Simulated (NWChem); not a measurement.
System: N₂H₃, doublet; SMILES [NH]N

Input file for NWChem:

```
start job
memory heap 200 mb stack 900 mb global 1100 mb
geometry units angstroms noautosym nocenter noautoz
  N     -0.117564    -0.749411     0.004382
  N     -0.014151     0.582869    -0.062414
  H      0.836710    -1.109910    -0.044328
  H      0.833011     1.052962     0.228809
  H     -0.865213     1.070476     0.167715
end
basis spherical
  * library def2-svp
end
dft
  odft
  mult 2
  xc pbe0
  iterations 150
end
property
  efieldgrad
end
task dft property
```

Coordinates come from a PBE0-D3(BJ)/def2-TZVP, spin-unrestricted optimisation. No stability test was run on the SCF state.

Vzz is the largest principal value of the second derivative of the potential at the nucleus (NWChem prints the opposite sign); η is the asymmetry. Non-relativistic.

Atoms are numbered as in the input.

### Question
What results follow from this input? (PBE0/def2-SVP, spin-unrestricted.) Quantities: Vzz N1 (a.u.); η N1; Vzz N2 (a.u.); η N2.

### Answer
* **Vzz N1 (a.u.)**: 0.743
* **η N1**: 0.72
* **Vzz N2 (a.u.)**: -0.949
* **η N2**: 0.24
